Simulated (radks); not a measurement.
The numbers below are computed, except where a source is named.
Excited configurations of Te I: one electron is placed in a higher orbital outside [Kr] 4d10 5s2 5p3. The ground configuration is [Kr] 4d10 5s2 5p4. Code: a radial shooting solver on a logarithmic mesh with Libxc functionals. Model: Dirac Kohn-Sham, PBEsol, spin-unpolarised, spherical densities, point nucleus; open shells fill j = l - 1/2 first. Excitation = E - E(ground); binding = E(ion) - E, where the ion is the core of charge +1; n* = 1/sqrt(2 binding) in atomic units, and the quantum defect is n - n*.

\begin{tabular}{lrrrrrr}
outer orbital & excitation (eV) & binding (eV) & n* & quantum defect & eigenvalue (eV) & <r> (bohr) \\ \hline
4f5/2 & 8.467 & 0.904 & 3.878 & 0.122 & -0.427 & 17.37 \\
6p1/2 & 7.095 & 2.276 & 2.445 & 3.555 & -1.221 & 8.486 \\
6f5/2 & 8.919 & 0.453 & 5.482 & 0.518 & -0.281 & 43.95 \\
7d3/2 & 8.602 & 0.769 & 4.206 & 2.794 & -0.464 & 26.03 \\
7f5/2 & 9.029 & 0.342 & 6.306 & 0.694 & -0.223 & 61.63 \\
\end{tabular}

The Delta-SCF ionisation energy is 9.371 eV (NIST Atomic Spectra Database: 9.010 eV, measured). Self-interaction in the functional shifts the binding energies and quantum defects, so they are the method's values and not measured ones. Spin polarisation and multiplet splitting are left out, so open shells lie too high by an amount that depends on their filling.

Beside tabulated values, note that spin-unpolarised runs miss the spin-polarisation part of the exchange energy of open shells.
